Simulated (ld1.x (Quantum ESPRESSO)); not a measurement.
## Which change was made? (C, TM semilocal)

carbon (C), norm-conserving Troullier–Martins (semilocal form), made with ld1.x (Quantum ESPRESSO) 7.5 (PBEsol, non-relativistic). Core [He], reference 2s1.75 2p2.25. Waves: 2p (bound): rc 2.00 bohr; 3d channel at 0.25 Ry: rc 1.65 bohr; 2s (bound): rc 0.95 bohr. Local part: the s channel. Core correction: none.

Cutoffs, loose and tight: the cutoffs (Ry, on a coarse ladder) from which the occupation-weighted sum of valence levels, in a spherical-Bessel basis at the reference potential, stays within 10 and 1 mRy of its value at 400 Ry. They do not see the model core or the augmentation charge, which bear on the density cutoff. Test errors are all-electron minus pseudo excitation energies from the reference, over the configurations 2s2 2p2; 2s2 2p1; 2s2 2p0; 2s2 2p1.5; 2s0 2p4; 2s2 2p2.3; 2s1 2p0; variants that change the core or the reference have their own tests.

The base gives: outcome: generated; cutoff, loose: 35 Ry; cutoff, tight: 90 Ry; bound ghosts: none; largest test error (meV): +626.

Task: After one change the result is: outcome: generated; cutoff, loose: 35 Ry; cutoff, tight: 90 Ry; bound ghosts: none; largest test error (meV): +1164. Which change was it?
A. wave 2p (bound): rc 2.00 bohr becomes 2p (bound): rc 2.98 bohr
B. wave 2p (bound): rc 2.00 bohr becomes 2p (bound): rc 2.12 bohr
C. wave 2p (bound): rc 2.00 bohr becomes 2p (bound): rc 1.32 bohr
D. wave 2p (bound): rc 2.00 bohr becomes 2p (bound): rc 1.64 bohr
E. wave 2p (bound): rc 2.00 bohr becomes 2p (bound): rc 2.42 bohr

Result: E. The others give: wave 2p (bound): rc 2.00 bohr becomes 2p (bound): rc 2.12 bohr → outcome: generated; cutoff, loose: 35 Ry; cutoff, tight: 90 Ry; bound ghosts: none; largest test error (meV): +784 | wave 2p (bound): rc 2.00 bohr becomes 2p (bound): rc 1.32 bohr → outcome: generated; cutoff, loose: 50 Ry; cutoff, tight: 100 Ry; bound ghosts: none; largest test error (meV): +279 | wave 2p (bound): rc 2.00 bohr becomes 2p (bound): rc 2.98 bohr → outcome: generated; cutoff, loose: 35 Ry; cutoff, tight: 90 Ry; bound ghosts: none; largest test error (meV): +2191 | wave 2p (bound): rc 2.00 bohr becomes 2p (bound): rc 1.64 bohr → outcome: generated; cutoff, loose: 40 Ry; cutoff, tight: 90 Ry; bound ghosts: none; largest test error (meV): +380.
